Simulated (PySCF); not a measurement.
**Structure from NMR data**

Molecular formula: C4H3N3Si. Simulated spectra:

¹H NMR (500 MHz, computed): δ 2.23 (s, 1H), 1.35 (br s, 2H).

¹³C{¹H} NMR (computed): δ 121.2, 104.9, 85.6.

[PySCF 2.14.0 with density-fitted response routines: GIAO PBE0/pcSseg-1 shieldings; structure optimised with GFN2-xTB; one conformer; no solvent model; no relativistic terms; averaged over atoms made equivalent by symmetry, fast rotation or ring inversion]

Referencing at the same level of theory: ¹H, ¹³C against TMS.

Propose a structure and justify it.

## Answers


1. Rings plus π bonds: 6 (no ring in the answer).
2. 3 carbon signals for 4 carbons: some carbons are equivalent by symmetry or fast rotation.
3. Carbon types of the structure: 3 × C, 1 × CH, leaving 2 H on heteroatoms.
4. δC 121.2: nitrile carbon; C≡N carbons fall here, among the sp2 signals but without a proton.
5. δC 104.9: terminal alkyne carbon; the triple bond shields along its axis, which puts it between sp3 and sp2 carbons.
6. δC 85.6: alkyne carbon; sp carbons lie upfield of alkene carbons because the cylindrical π system leaves one tensor component strongly shielded.
7. δH 2.23: hydrogen on a terminal alkyne carbon; it lies on the axis of the triple bond, in its shielding cone.
8. δH 1.35: hydrogen on a nitrogen bonded to Si; exchangeable, gas-phase position.

Structure: `C#C[Si](N)(C#N)C#N`.

The shifts were computed for this structure.

OH and NH positions are those of a molecule without intermolecular hydrogen bonds; in solution they move with solvent, concentration and temperature, and exchange usually removes their couplings. Shifts are as computed. Against solution values, carbons near 30 ppm lie about +3 ppm off and those near 130 ppm about +5 ppm. Of 1309 compounds with measured shifts, 239 miss one by over three times the rms of a fit or turn the order of signals round; such compounds aren't used in these exercises.
